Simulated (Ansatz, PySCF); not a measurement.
I3In, SMILES [I][In+]([I])[I] (connectivity only; charge and spin as stated), charge +1, multiplicity 2. Atoms are numbered in the order given.

```xyz
4

In    -0.1982     0.3520     0.0000
I      2.3417    -0.6248     0.0000
I     -1.4674     2.5998     0.0000
I     -0.6761    -2.3270     0.0000
```
Charge +1, spin multiplicity 2.

Geometry: PBE0-D3(BJ)/def2-SVP. The def2 effective core potentials stand for the cores of I, In; spin–orbit coupling is left out.

Two levels are set side by side: PBE-D3(BJ)/def2-SVP (Ansatz, an electronic-structure program) and PBE0-D3(BJ)/def2-SVP (Ansatz). Each level has its own optimised geometry; the coordinates shown are those of the second. Frequencies come from the Hessian of PySCF at each geometry. Differences are taken from unrounded values.

```json
[
 {"quantity": "mean bond length (Å)", "PBE0-D3(BJ)": "2.675", "PBE-D3(BJ)": "2.694", "PBE-D3(BJ) minus PBE0-D3(BJ)": "0.019"},
 {"quantity": "bond In1–I2 (Å)", "PBE0-D3(BJ)": "2.721", "PBE-D3(BJ)": "2.694", "PBE-D3(BJ) minus PBE0-D3(BJ)": "-0.027"},
 {"quantity": "bond In1–I3 (Å)", "PBE0-D3(BJ)": "2.581", "PBE-D3(BJ)": "2.694", "PBE-D3(BJ) minus PBE0-D3(BJ)": "0.112"},
 {"quantity": "bond In1–I4 (Å)", "PBE0-D3(BJ)": "2.721", "PBE-D3(BJ)": "2.694", "PBE-D3(BJ) minus PBE0-D3(BJ)": "-0.027"},
 {"quantity": "highest harmonic wavenumber (cm⁻¹)", "PBE0-D3(BJ)": "274", "PBE-D3(BJ)": "192", "PBE-D3(BJ) minus PBE0-D3(BJ)": "-82"},
 {"quantity": "mean harmonic wavenumber (cm⁻¹)", "PBE0-D3(BJ)": "121", "PBE-D3(BJ)": "101", "PBE-D3(BJ) minus PBE0-D3(BJ)": "-20"},
 {"quantity": "zero-point energy (kcal/mol)", "PBE0-D3(BJ)": "1.04", "PBE-D3(BJ)": "0.86", "PBE-D3(BJ) minus PBE0-D3(BJ)": "-0.17"}
]
```

Exact exchange shortens and stiffens bonds; PBE has none. Differences between two approximate levels are no errors against the true value.
